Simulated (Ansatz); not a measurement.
Which level was it?

WCl4O has 6 atoms, charge 0, and is taken as a singlet. As SMILES, `O=[W](Cl)(Cl)(Cl)Cl`. The shape is that of a PBE0-D4/def2-TZVP optimisation.

| atom | x (Å) | y (Å) | z (Å) |
| --- | --- | --- | --- |
| O | -0.0100 | -1.7471 | 0.1865 |
| W | -0.0005 | -0.0891 | 0.0095 |
| Cl | 1.9153 | 0.5679 | 1.0723 |
| Cl | -1.9100 | 0.3505 | -1.1703 |
| Cl | 1.1292 | 0.2495 | -1.9503 |
| Cl | -1.1239 | 0.6684 | 1.8523 |

A calculation with Ansatz 0.2.0 gave:

```json
{"total energy": "-1982.4403 Eh", "HOMO energy": "-7.55 eV", "LUMO energy": "-5.45 eV", "HOMO–LUMO gap": "2.10 eV"}
```

Which of these levels gave the numbers?
A. B3LYP/def2-SVP (core potential)
B. PBE0/def2-SVP (core potential)
C. HF/def2-SVP (core potential)
D. revPBE/def2-SVP (core potential)

D. The others give -1982.0191 Eh (PBE0/def2-SVP (core potential)), -1982.7860 Eh (B3LYP/def2-SVP (core potential)), -1978.7664 Eh (HF/def2-SVP (core potential)).
